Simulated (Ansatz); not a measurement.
Reaction (cleavage of the Zn–Al bond): `[NH2][Zn][AlH][F]` + `O[SiH3]` → `[NH2][Zn][O][SiH3]` + `[F][AlH2]`

Computed with Ansatz on PBE0-D4/def2-TZVP structures; ΔE is electronic, products minus reactants. CBS: MP2 limit from def2 TZ/QZ plus the TZ coupled-cluster correction, frozen cores. This one scheme is used for every species. Functionals use def2-TZVPP. HSE06 is defined as in plane-wave codes. For Zn outer-core shells are correlated without core-valence functions, which leaves a few kJ/mol of doubt a bond. Scalar relativity is left out up to krypton. Each species was taken in one conformer, which may not be the lowest.

CCSD(T)/CBS gives -6.6 kcal/mol.

Question: Another level gave -9.4 kcal/mol. Which?
A. SCS-MP2/def2-TZVPP
B. B97M-V/def2-TZVPP
C. CAM-B3LYP/def2-TZVPP
D. HSE06-D4/def2-TZVPP

Answer: A. SCS-MP2/def2-TZVPP -9.4, HSE06-D4 -2.4, B97M-V -7.3, CAM-B3LYP -5.8 kcal/mol.

Largest T1 diagnostic among the species: 0.016.

At CCSD(T), def2-SVP lies −4.0 kcal/mol from the extrapolated value and def2-TZVPP −0.5 kcal/mol. From BLYP to BHLYP (50 % exact exchange), in def2-TZVPP and without D4, ΔE moves by −2.4 kcal/mol.
